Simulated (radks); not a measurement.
Sn2+, 48 electrons, occupied as [Kr] 4d10 5s2 (the NIST ground configuration). Calculated with a radial shooting solver on a logarithmic mesh with Libxc functionals: non-relativistic Kohn-Sham, exchange-only LDA, spin-polarised, spherical densities, point nucleus; relativity is left out, which matters for an element this heavy.

Unscreened Slater integrals over Kohn-Sham orbitals (hartree). They are taken over the spin-up orbitals.

F0(5s,5s): 0.39095
F0(5s,4d): 0.47953
G2(5s,4d): 0.060334
F0(5s,4p): 0.49054
G1(5s,4p): 0.031475
F0(5s,4s): 0.49334
G0(5s,4s): 0.021857
F0(4d,4d): 0.83409
F2(4d,4d): 0.41725
F4(4d,4d): 0.27430
F0(4d,4p): 0.90669
F2(4d,4p): 0.45539
G1(4d,4p): 0.57924
G3(4d,4p): 0.35619
F0(4d,4s): 0.92733
G2(4d,4s): 0.43941
F0(4p,4p): 1.0004
F2(4p,4p): 0.52395
F0(4p,4s): 1.0279
G1(4p,4s): 0.70121
F0(4s,4s): 1.0579
